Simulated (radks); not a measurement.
Problem. Cl4+, configuration [Ne] 3s2 3p1. Calculated with a radial shooting solver on a logarithmic mesh with Libxc functionals: non-relativistic Kohn-Sham, LDA (Slater exchange, Perdew-Wang correlation), spin-polarised, spherical densities, point nucleus; open shells are filled with parallel spins first. Some entries of the table are withheld. Estimate them.

orbital,occ.,eigenvalue (hartree),<1/r> (bohr^-1)
1s up,1,-102.8154,16.51
1s down,1,-102.8050,16.51
2s up,1,-11.52917,3.285
2s down,1,-11.51750,3.287
2p up,3,-9.39498,3.209
2p down,3,-9.38067,3.210
3s up,1,-2.73015,1.030
3s down,1,-2.66866,1.028
3p up,1,(1),0.9457
3p down,0,(2),0.9412
3d up,0,-1.48492,0.7583
3d down,0,-1.43223,0.7518
4s up,0,-1.07573,0.4728
4s down,0,-1.05783,0.4660
4p up,0,-0.91276,0.4345
4p down,0,-0.89792,0.4282

Solution. 
(1) 3p up eigenvalue (hartree): -2.21945
(2) 3p down eigenvalue (hartree): -2.16020
